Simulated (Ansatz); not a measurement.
Harmonic frequencies (cm⁻¹) at PBE0-D4/def2-TZVP from Ansatz: 76, 135, 213, 238, 353, 512, 609, 633, 761, 785, 826, 926, 931, 1136, 1175, 1414, 2229, 2259, 2681, 3063, 3120.

Each molecule was computed in one conformer, which needn't be the lowest.

(1) Which molecule is it?
A. `CS[SiH2]I`
B. `ClC[CH2][InH2]`
C. `SC[SiH2]I`
D. `O/C([SiH3])=C\I`

## Answers

(1) C.
